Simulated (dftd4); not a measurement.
Cl4Sb, charge +1, singlet, geometry from GFN2-xTB.

The dftd4 input:
```
$ dftd4 mol.xyz --func r2scan --charge 1 --json dftd4.json --noedisp --property

# file mol.xyz
5

Sb    -0.00000000    -0.00000000     0.00000000
Cl     1.84740184    -0.63968342    -1.20239968
Cl     0.62122222     0.48888872     2.15474458
Cl    -0.93603228     1.85924544    -0.96690403
Cl    -1.53259177    -1.70845074     0.01455913
```

**Question.** What does this run give for the partial charges in atom order, dispersion energy?

**Answer.** 
- partial charges in atom order: Sb1 0.70, Cl2 0.07, Cl3 0.07, Cl4 0.07, Cl5 0.07
- dispersion energy: -1.33 kcal/mol
